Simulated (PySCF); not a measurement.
From one molecule to another.

First species: Ti(OH)F3 (singlet state).
Geometry (PBE0-D3(BJ)/def2-SVP, Å), atoms numbered from 1 in this order:
```
atom  x, y, z in Å
Ti1   -0.0454   -0.1159   -0.4219
O2     0.1575    0.3572    1.2309
H3     0.2360    0.5893    2.1585
F4     1.5006   -0.2180   -1.2064
F5    -1.0234    1.0527   -1.2538
F6    -0.8253   -1.6652   -0.5073
```

Second species: acetylacetone, C5H8O2.
SMILES: `CC(=O)/C=C(\C)O`

Levels: B3LYP/def2-SVPD for HOMO energy, LUMO energy, HOMO–LUMO gap and static isotropic polarisability; TDDFT B3LYP/def2-SVPD for lowest singlet excitation; TDA B3LYP/def2-SVPD for lowest triplet excitation (Tamm–Dancoff); ΔSCF B3LYP/def2-SVPD for vertical ionisation energy. Geometries: PBE0-D3(BJ)/def2-SVP. Each species is one conformer at its optimised geometry, gas phase, non-relativistic unless stated. Electronic properties by PySCF.

Dipoles, sizes and rotational constants follow the conformer. The torsions of the flexible species, by atom-mapped SMILES:
- `[CH3:1][C:2](=[O:3])/[CH:4]=[C:5](\[CH3:6])[OH:7]`: C1–C2–C4–C5 -179°, H–O7–C5–C4 0°

Values for the first species:

| Property | Result |
| --- | --- |
| HOMO energy | -10.52 eV |
| LUMO energy | -2.79 eV |
| HOMO–LUMO gap | 7.73 eV |
| Lowest singlet excitation | 6.06 eV |
| Lowest triplet excitation (Tamm–Dancoff) | 5.70 eV |
| Static isotropic polarisability | 37.8 au |
| Vertical ionisation energy | 13.22 eV |

**Question.** Estimate the same properties for the second species, and the change in each.

**Answer.** 
```json
{"property": "HOMO energy", "first": "-10.52 eV", "second": "-6.77 eV", "second less first": "+3.75 eV"}
{"property": "LUMO energy", "first": "-2.79 eV", "second": "-1.32 eV", "second less first": "+1.47 eV"}
{"property": "HOMO–LUMO gap", "first": "7.73 eV", "second": "5.45 eV", "second less first": "-2.28 eV"}
{"property": "lowest singlet excitation", "first": "6.06 eV", "second": "3.94 eV", "second less first": "-2.12 eV"}
{"property": "lowest triplet excitation (Tamm–Dancoff)", "first": "5.70 eV", "second": "3.47 eV", "second less first": "-2.23 eV"}
{"property": "static isotropic polarisability", "first": "37.8 au", "second": "73.2 au", "second less first": "+35.4 au"}
{"property": "vertical ionisation energy", "first": "13.22 eV", "second": "9.00 eV", "second less first": "-4.22 eV"}
```

On the first: The ΔSCF ionisation energy exceeds −ε(HOMO) by 2.70 eV with B3LYP. The principal polarisabilities are 35.4, 35.4 and 42.6 au; their mean is the isotropic value.

On the second: The vertical singlet–triplet gap S1 − T1 is 0.47 eV (TDDFT singlet less Tamm–Dancoff triplet; S1: HOMO→LUMO, weight 0.93; T1: HOMO−1→LUMO, weight 0.59, beside HOMO→LUMO, weight 0.37). The ΔSCF ionisation energy exceeds −ε(HOMO) by 2.23 eV with B3LYP; the lowest state found was started with its hole in HOMO−1.
